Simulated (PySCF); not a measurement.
**Computed properties of C4H4, SMILES C=C=C=C**

C₄H₄, SMILES C=C=C=C. The structure is a stationary point at B3LYP-D3(BJ)/def2-SVP. The values are those of a single conformer. All values are computed for the isolated molecule unless a solvent is named; none is compared with measurement here.

**Structure.** The optimised structure has D2h symmetry. All 18 harmonic modes at B3LYP-D3(BJ)/def2-SVP (PySCF) are real, so it is a minimum. With heavy atoms numbered as in [CH2:1]=[C:2]=[C:3]=[CH2:4], the shortest bond between them is C2–C3 at 1.274 Å and the longest C3–C4 at 1.320 Å.

**Vibrations.** The strongest infrared lines (harmonic, unscaled, degenerate partners summed) lie at 880 cm⁻¹ (86 km/mol, H 73 %, C 27 %), 1698 cm⁻¹ (18 km/mol, C 93 %), 223 cm⁻¹ (6 km/mol, C 64 %, H 36 %). The softest mode is at 223 cm⁻¹ and the zero-point energy is 37.5 kcal/mol.

**Electronic structure.** HF/def2-TZVPD (PySCF) places the frontier levels at -9.13 and 1.84 eV, a gap of 10.97 eV, and gives a dipole moment of 0.00 D and a mean polarisability of 62.4 bohr³. PBE/def2-TZVPD (PySCF) at the same geometry gives -6.12 and -2.55 eV, so its gap is 7.40 eV narrower. An orbital gap is neither the optical nor the fundamental gap.

**Excitations.** TDDFT-CAM-B3LYP/def2-SVPD (PySCF) has S1 at 3.99 eV (311 nm, f = 0.000, dark); the most intense of the 10 singlets computed lies at 7.93 eV (f = 1.46). T1 (TDA) is at 2.70 eV. TDDFT-PBE/def2-SVPD (PySCF) puts S1 at 3.86 eV. No vertical singlet excitation falls in the visible range (under 3.1 eV).

**NMR.** GIAO shifts at HF/pcSseg-1 (PySCF) (non-relativistic, atoms alike by connectivity averaged): ¹³C from 102.1 to 193.6 ppm against TMS; ¹H at 5.9 ppm against TMS.
